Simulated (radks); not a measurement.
Values are calculated unless marked as measured or tabulated.
Species: Al2+. Configuration: [Ne] 4f1 (not the ground configuration).

Level of theory: scalar-relativistic Kohn-Sham, PBEsol, spin-polarised, spherical densities, point nucleus; open shells are filled with parallel spins first (a radial shooting solver on a logarithmic mesh with Libxc functionals).

Energy parts (Ry):
| part | energy |
|---|---|
| total | -481.06496 |
| kinetic | 481.92049 |
| electron-nucleus | -1129.61451 |
| Hartree | 201.24563 |
| exchange-correlation | -34.61657 |

Orbitals (lengths in bohr, moments of r in powers of bohr):
orbital  occ.  eigenvalue (Ry)   <1/r>    <r^2>
1s down     1        -113.0575   12.62  0.01951
1s up       1        -113.0575   12.62  0.01951
2s up       1        -10.07953   2.345   0.4658
2s down     1        -10.07944   2.345   0.4657
2p up       3         -7.26444   2.223   0.4518
2p down     3         -7.26432   2.223   0.4517
4f up       1         -0.46801  0.1889    38.49

The highest occupied level is 4f up at -6.368 eV. Spin moment in Bohr magnetons: 1. Summed over all electrons, <r^2> = 42.17 bohr^2, which gives a Langevin (diamagnetic) susceptibility term of -33.4 x 10^-6 cm^3/mol. The density falls to 0.001 e/bohr^3 at r = 2.03 bohr.
